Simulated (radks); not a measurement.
Question: Valence configurations of Tb IV (all share [Xe]). Calculated with a radial shooting solver on a logarithmic mesh with Libxc functionals: scalar-relativistic Kohn-Sham, r2SCAN, spin-polarised, spherical densities, finite nucleus; open shells are filled with parallel spins first (spin-orbit coupling, left out, can overturn this in heavy ions); meta-GGA in the generalised Kohn-Sham scheme; Fermi nuclear charge, rms radius 5.06 fm. Order these by energy: 4f7.5 5d0.5; 4f7 5d1; 4f7.5 6s0.5; 4f8; 4f7 6s0.5 6p0.5; 4f7 6s1; 4f7.5 6p0.5; 4f7 6p1; 4f7 5d0.5 6s0.5.

Answer: From the lowest, in eV above it: 4f8 0.000; 4f7.5 5d0.5 3.109; 4f7.5 6s0.5 4.631; 4f7 5d1 7.094; 4f7.5 6p0.5 7.402; 4f7 5d0.5 6s0.5 8.916; 4f7 6s1 10.604; 4f7 6s0.5 6p0.5 13.635; 4f7 6p1 16.535. NIST lists [Xe] 4f8 as the ground configuration; this level of theory agrees among the configurations tried. The energies are those of spherical high-spin densities, not of single terms.
